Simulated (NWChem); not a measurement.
# CH₄BrIn; SMILES [CH3][InH][Br]

```xyz
7

In    -0.3222     0.8015    -0.0002
H     -2.0030     1.1640     0.0036
Br     0.1012    -1.6791    -0.0001
C      1.4805     1.9687    -0.0006
H      2.3473     1.3040    -0.1110
H      1.5615     2.5206     0.9477
H      1.4607     2.6946    -0.8264
```
Atoms are numbered in this order, from 1.

Program: NWChem. The geometry was optimised at PBE0/def2-SVP. def2 effective core potentials on In; no spin-orbit coupling. B3LYP is NWChem's, with the RPA form of VWN correlation.

For level B3LYP/STO-3G (all-electron, non-relativistic):

```yaml
highest occupied level (eV): -3.96
dipole (D): 2.31
```

What are these values for level B3LYP/def2-SVP (core potentials)?

The highest occupied level (eV) comes out as -7.15 and the dipole (D) is 3.19.
